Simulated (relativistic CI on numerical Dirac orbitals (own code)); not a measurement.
Calculated at this level of theory: Dirac-Coulomb-Breit CI, KLI orbitals optimised for each configuration, QED by a radiative potential, unscaled Slater integrals (own radial code, finite nucleus).

Configuration list (outside the closed core 1s2): 2s, 2p, 3s, 3p, 3d, 4s, 4p, 4d, 4f, 5s, 5p, 5d, 5f, 5g, 6s, 6p, 6d. Levels of other configurations are missing.

At this charge energies of transitions that change n are usually good to better than 1 %, and those within a shell (Δn = 0) to a few per cent.

Outline of the computed level scheme of Hg LXXVIII. Lowest level of each configuration: 2s 2S_1/2 at 0.0 eV; 2p 2P°_1/2 at 222.3 eV; 3s 2S_1/2 at 13371.3 eV; 3p 2P°_1/2 at 13430.6 eV; 3d 2D_3/2 at 14084.8 eV; 4s 2S_1/2 at 17934.1 eV; 4p 2P°_1/2 at 17957.9 eV; 4d 2D_3/2 at 18231.8 eV; 4f 2F°_5/2 at 18306.5 eV.

Some strong electric-dipole decays among the lowest 15 levels: 3d 2D_5/2 → 2p 2P°_3/2 (2.4e+15 s⁻¹); 3d 2D_3/2 → 2p 2P°_1/2 (2.3e+15 s⁻¹); 3p 2P°_1/2 → 2s 2S_1/2 (1.1e+15 s⁻¹); 4d 2D_3/2 → 2p 2P°_1/2 (8.1e+14 s⁻¹); 4d 2D_5/2 → 2p 2P°_3/2 (7.7e+14 s⁻¹); 3p 2P°_3/2 → 2s 2S_1/2 (6.9e+14 s⁻¹); 4f 2F°_7/2 → 3d 2D_5/2 (5.1e+14 s⁻¹); 4f 2F°_5/2 → 3d 2D_3/2 (5.0e+14 s⁻¹).
